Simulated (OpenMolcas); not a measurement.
**neutral phosphorus: effect of the active space**

```
Program             : OpenMolcas 26.06
Method              : CASSCF
Basis               : ANO-RCC-VDZP
Scalar Hamiltonian  : X2C, point nucleus
Spin-orbit coupling : RASSI with atomic mean-field integrals over the reference wave functions, term energies averaged over their components
```

A. 3 electrons in 3 orbitals (3p); 2S+1 = 4 odd, 1 root; 2S+1 = 2 odd, 8 roots kept (CI in the orbitals of an earlier block); cost roughly 2.1 core-seconds
B. 5 electrons in 8 orbitals (3s 3p 4s 4p); 2S+1 = 4 odd, 1 root; 2S+1 = 2 odd, 8 roots kept (CI in the orbitals of an earlier block); cost of the order of 10 core-seconds

Energies in cm-1 above 3s2 3p3 4S* 3/2, the measured ground level; measured values from NIST Handbook of Basic Atomic Spectroscopic Data.

```
          Level      A      B  Measured
3s2 3p3 4S* 3/2    0.0    0.0       0.0
3s2 3p3 2D* 3/2  15433  14650     11361
3s2 3p3 2D* 5/2  15440  14673     11377
3s2 3p3 2P* 1/2  25731  19566     18723
3s2 3p3 2P* 3/2  25740  19584     18748
```

Deviations, from unrounded energies. A percentage is the sum of absolute deviations over the sum of measured energies, with the sign that they share, or ± where signs differ.

```json
{"Against measurement": "mean absolute deviation (cm-1)", "Levels": "4", "A": "5500", "B": "2100"}
{"Against measurement": "other terms of the ground configuration (%)", "Levels": "4", "A": "+36.8", "B": "+13.7"}
```

B lies closest to measurement on these levels. The largest miss of B in the table is 3s2 3p3 2D* 5/2, by +3300 cm-1. The ranking rests on the paired levels alone, and a cruder setting can come out closer through cancelling errors.

Between A and B the level of the table that moves most is 3s2 3p3 2P* 1/2, by 6200 cm-1 (lowest in B, highest in A).

Without dynamic correlation excited terms often stand tens of per cent too high (terms of higher spin than the ground term too low), and those without a measured partner can miss by more than the paired ones. Terms from blocks run as CI alone lack orbitals of their own. With the s shell closed, the reference lacks s² → p² mixing (holds for A). Active for correlation alone: 4p 4s; no level in the range computed is led by a configuration that fills them, so any true level of that kind is missing (holds for B). Computed and measured levels are paired by configuration, term and J; levels that our copy of the source lacks, or whose pairing is in doubt (as where it misses far off the trend of its configuration), stay unpaired and out of the deviations. Levels of configurations outside the active space are missing.

* marks odd parity.
